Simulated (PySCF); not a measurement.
## Basis and Hamiltonian dependence of the ionisation energy of Li⁺

Li⁺ 1s2 (1S) → Li²⁺ 1s1 (2S). Calculated with PySCF 2.14 from differences of total energies of unrestricted determinants, without spin-orbit coupling. Values in eV.

```json
{"basis": "x2c-SVPall", "Hamiltonian": "spin-free X2C", "functions": "9", "UHF": "75.780", "r2SCAN": "76.950", "PBE0": "n/a", "MP2 (valence)": "75.833", "CCSD(T) (valence)": "75.837"}
{"basis": "Sapporo-DZP-2012", "Hamiltonian": "spin-free X2C", "functions": "11", "UHF": "74.468", "r2SCAN": "n/a", "PBE0": "n/a", "MP2 (valence)": "75.320", "CCSD(T) (valence)": "75.452"}
{"basis": "def2-TZVP", "Hamiltonian": "non-relativistic", "functions": "14", "UHF": "74.499", "r2SCAN": "n/a", "PBE0": "75.424", "MP2 (valence)": "75.314", "CCSD(T) (valence)": "75.430"}
{"basis": "pcseg-2", "Hamiltonian": "non-relativistic", "functions": "15", "UHF": "74.914", "r2SCAN": "n/a", "PBE0": "75.767", "MP2 (valence)": "75.175", "CCSD(T) (valence)": "75.220"}
{"basis": "aug-cc-pVDZ-DK", "Hamiltonian": "spin-free X2C", "functions": "23", "UHF": "75.837", "r2SCAN": "n/a", "PBE0": "76.667", "MP2 (valence)": "75.840", "CCSD(T) (valence)": "75.840"}
{"basis": "aug-cc-pVDZ", "Hamiltonian": "non-relativistic", "functions": "23", "UHF": "75.832", "r2SCAN": "77.011", "PBE0": "n/a", "MP2 (valence)": "75.836", "CCSD(T) (valence)": "75.835"}
{"basis": "cc-pVTZ-DK", "Hamiltonian": "spin-free X2C", "functions": "30", "UHF": "74.495", "r2SCAN": "75.702", "PBE0": "75.402", "MP2 (valence)": "74.791", "CCSD(T) (valence)": "74.848"}
{"basis": "cc-pVTZ", "Hamiltonian": "non-relativistic", "functions": "30", "UHF": "74.491", "r2SCAN": "75.698", "PBE0": "n/a", "MP2 (valence)": "74.787", "CCSD(T) (valence)": "74.844"}
```

Frozen in the all-electron rows: valence: nothing.

At CCSD(T) (valence), aug-cc-pVDZ, cc-pVTZ-DK, cc-pVTZ lie more than 0.3 eV from the median of the rows with comparable relativity. Sets contracted for the neutral atom can be stiff in a shell that they treat as core.

Reference for a calculation without spin-orbit coupling: 75.640 (t) eV (theoretical estimate listed by NIST; NIST).
